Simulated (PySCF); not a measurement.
Si(Cl)(Br)(vinyl)(NH2) (C2H5BrClNSi), SMILES C=C[Si](Br)(N)Cl.

The structure is a stationary point at B3LYP-D3(BJ)/def2-SVP. One conformer was computed; it need not be the lowest.

Two levels are set side by side: PBE/def2-TZVP (PySCF) and HF/def2-TZVP (PySCF). Same geometry, gas phase. Differences are taken from unrounded values.

| quantity | HF |
|---|---|
| orbital gap (eV) | 13.35 |
| highest occupied level (eV) | -10.64 |
| lowest empty level (eV) | 2.70 |
| dipole moment (D) | 2.83 |
| mean polarisability (bohr³) | 81.3 |

Problem. What does PBE give, and how far is it from HF? (The exact figures need the calculation; the answer reports its results.)

Solution. 
```csv
quantity,PBE,PBE minus HF
orbital gap (eV),4.63,-8.72
highest occupied level (eV),-6.65,4.00
lowest empty level (eV),-2.02,-4.72
dipole moment (D),2.53,-0.30
mean polarisability (bohr³),89.3,8.1
```

PBE's occupied levels lie high since its potential decays too fast outside the molecule; exact exchange lowers them and widens the gap. PBE's more diffuse valence density responds more strongly to a field. Differences between two approximate levels are no errors against the true value.

Rough cost on one machine, each run with all the roots and properties that it gave: HF against PBE about 1/3.
